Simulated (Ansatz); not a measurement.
Calculated with Ansatz (gas phase, PBE0-D4/def2-TZVP geometries, no zero-point term in ΔE). CCSD(T)/CBS adds triple-zeta CCSD(T) − MP2 to the extrapolated MP2 energy (def2 sets, frozen cores). This one scheme is used for every species. DFT in def2-TZVPP. B3LYP here is the variant with VWN-RPA as its local correlation; programs differ in this. One conformer a species, not always the lowest.

`C[Si](O)(F)[AlH][OH]` + `[AlH3]` → `[OH][AlH][AlH2]` + `C[SiH](O)F`  (formal exchange of groups at the Al–Si bond)

```json
{"level": "PBE-D4", "ΔE (kcal/mol)": "-3.8", "difference from CCSD(T)/CBS": "1.2"}
{"level": "PBE0-D4", "ΔE (kcal/mol)": "-4.6", "difference from CCSD(T)/CBS": "0.4"}
{"level": "B3LYP-D4", "ΔE (kcal/mol)": "-3.3", "difference from CCSD(T)/CBS": "1.7"}
{"level": "ωB97M-V", "ΔE (kcal/mol)": "-3.3", "difference from CCSD(T)/CBS": "1.7"}
{"level": "PBE", "ΔE (kcal/mol)": "-4.7", "difference from CCSD(T)/CBS": "0.3"}
{"level": "PBE0", "ΔE (kcal/mol)": "-5.5", "difference from CCSD(T)/CBS": "-0.5"}
{"level": "B3LYP", "ΔE (kcal/mol)": "-4.8", "difference from CCSD(T)/CBS": "0.2"}
{"level": "HF/def2-TZVPP", "ΔE (kcal/mol)": "-6.8", "difference from CCSD(T)/CBS": "-1.8"}
{"level": "SCS-MP2/def2-TZVPP", "ΔE (kcal/mol)": "-5.0", "difference from CCSD(T)/CBS": "0.0"}
{"level": "CCSD(T)/def2-TZVPP", "ΔE (kcal/mol)": "-5.3", "difference from CCSD(T)/CBS": "-0.3"}
{"level": "HF/def2-QZVPP", "ΔE (kcal/mol)": "-6.9", "difference from CCSD(T)/CBS": "-1.9"}
{"level": "MP2/def2-QZVPP", "ΔE (kcal/mol)": "-4.5", "difference from CCSD(T)/CBS": "0.5"}
{"level": "SCS-MP2/def2-QZVPP", "ΔE (kcal/mol)": "-4.8", "difference from CCSD(T)/CBS": "0.2"}
{"level": "HF/CBS(def2)", "ΔE (kcal/mol)": "-6.9", "difference from CCSD(T)/CBS": "-1.9"}
{"level": "MP2/CBS(def2)", "ΔE (kcal/mol)": "-4.3", "difference from CCSD(T)/CBS": "0.7"}
{"level": "CCSD/CBS(def2)", "ΔE (kcal/mol)": "-5.4", "difference from CCSD(T)/CBS": "-0.4"}
{"level": "CCSD(T)/CBS", "ΔE (kcal/mol)": "-5.0", "difference from CCSD(T)/CBS": "0"}
```

Largest T1 diagnostic among the species: 0.013.

In def2-TZVPP, CCSD(T) changes the Hartree–Fock value by +1.5 kcal/mol (the triples alone add +0.4 kcal/mol) and MP2 by +2.1 kcal/mol. The D4 term adds +1.5 kcal/mol with B3LYP and +0.9 kcal/mol with PBE0; it sums over pairs of atoms, weighted by their polarisabilities, and B3LYP, whose exchange is more repulsive, gets the larger term.
